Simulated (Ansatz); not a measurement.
Ideal-gas functions of FGeHI, SMILES `[F][GeH][I]` radical at 600 K and 1 bar, from an Ansatz frequency run at PBE0-D4/def2-TZVP.

Molar mass 219.52 g/mol, point group C1 (symmetry number 1), electronic degeneracy 2, moments of inertia 39.758, 384.481, 420.723 u Å². Harmonic wavenumbers (cm⁻¹, unscaled): 144, 252, 551, 652, 692, 2005.

Use S(trans) = R[1.5 ln M + 2.5 ln T − 1.1517]; rotational temperatures θ = 24.2544 K / I; S(rot) = R[ln(√π/σ · √(T³/θAθBθC)) + 1.5]; for each mode x = 1.438777 ν̃/T, S = R[x/(eˣ − 1) − ln(1 − e⁻ˣ)] and H = RT x/(eˣ − 1); 1 cm⁻¹ = 0.0119627 kJ/mol; R = 8.31446 J/(mol·K).

**Question.** By hand: the entropy, in J/(mol·K).

**Answer.** Translation 190.6. Rotation: θ = 0.6101, 0.0631, 0.0576 K, giving 122.4. Vibration, mode by mode: 17.20, 12.63, 6.58, 5.40, 5.00, 0.40, in all 47.2. Electronic 5.8. Sum 366.0 J/(mol·K).

**Question.** By hand: H − E and G − E in kJ/mol, counted from the electronic energy.

**Answer.** Zero-point energy ½ × 4296 × 0.0119627 = 25.7; thermal vibration 14.4; translation, rotation and pV give 4 RT = 20.0. H − E = 60.1 kJ/mol, and G − E = 60.1 − 600 × 366.0/1000 = -159.5 kJ/mol.

Vibration gives 13 % of the entropy, 17.2 J/(mol·K) of it from the mode under 150 cm⁻¹: soft modes count most, and the harmonic formula is weakest for them. The sum counts one conformer and one mirror image; others add a mixing term.
